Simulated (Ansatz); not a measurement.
Stepwise reaction of `OB(O[SiH3])O[SiH3]` with hydrogen fluoride, as a gas-phase model of exchange steps in deposition or etching. ΔE in kJ/mol.

Program: Ansatz. Geometries: PBE0-D4/def2-TZVP. ΔE: electronic, gas phase. CCSD(T)/CBS is the MP2 limit (def2-TZVPP, def2-QZVPP) plus CCSD(T) − MP2 in def2-TZVPP, frozen cores. This one scheme is used for every species. DFT in def2-TZVPP. B3LYP here is the variant with VWN-RPA as its local correlation; programs differ in this. One conformer a species, not always the lowest.

```
step                                                 reaction  PBE-D4  B3LYP-D4  ωB97M-V  CCSD(T)/CBS
   1  `OB(O[SiH3])O[SiH3]` + H–F → `OB(F)O[SiH3]` + `O[SiH3]`   -23.9     -22.0    -25.6        -19.9
   2              `OB(F)O[SiH3]` + H–F → `OB(F)F` + `O[SiH3]`   -12.6     -10.5    -12.0         -6.4
```

(1) By hand: ΔE of the 2 steps together at CCSD(T)/CBS.

## Answers

(1) (-19.9) + (-6.4) = -26.3 kJ/mol, or -13.1 kJ/mol a step.

In ΔE each step is higher than the one before. All are downhill at CCSD(T)/CBS. PBE-D4 differs from CCSD(T)/CBS by -6.2 to -4.0 kJ/mol a step. Isolated molecules leave out the surface, adducts and barriers. Largest T1 diagnostic: 0.012.
